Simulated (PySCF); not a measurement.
**Ionisation energy of Ni⁺ by level of theory**

Ni⁺ [Ar] 3d9 (2D) → Ni²⁺ [Ar] 3d8 (3F), as a difference of total energies. Computed with PySCF 2.14 in x2c-SVPall (5s3p3d1f, 36 functions), with scalar relativity by spin-free X2C-1e. Correlated levels: valence: [Ar] frozen. The calculations carry no spin-orbit coupling.

```csv
method,ionisation energy (eV),difference from reference (eV)
UHF,15.034,-3.135
M06-2X,18.249,+0.080
TPSS,18.464,+0.295
MP2 (valence),17.728,-0.441
SCS-MP2 (valence),17.437,-0.732
```

Reference: 18.169 eV (measured; NIST Atomic Spectra Database, ionization energies).

The reference lies between the lowest fine-structure levels, while these numbers refer to the centres of the terms.

Errors of the correlated levels include the incompleteness of this basis and the frozen core.
